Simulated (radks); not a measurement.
The numbers below are computed, except where a source is named.
Problem. B III, configuration [He] 2s1. Code: a radial shooting solver on a logarithmic mesh with Libxc functionals. Model: scalar-relativistic Kohn-Sham, r2SCAN, spin-polarised, spherical densities, finite nucleus; open shells are filled with parallel spins first; meta-GGA in the generalised Kohn-Sham scheme; Fermi nuclear charge, rms radius 2.406 fm. Some entries of the table are withheld. Estimate them.

orbital  occ.  eigenvalue (hartree)  <r^2> (bohr^2)
1s up       1              -7.87725             (1)
1s down     1              -7.85337             (2)
2s up       1              -1.20974             (3)
2p up       0                   (4)           3.080

Solution. 
(1) 1s up <r^2> (bohr^2): 0.1444
(2) 1s down <r^2> (bohr^2): 0.1448
(3) 2s up <r^2> (bohr^2): 3.092
(4) 2p up eigenvalue (hartree): -0.95649
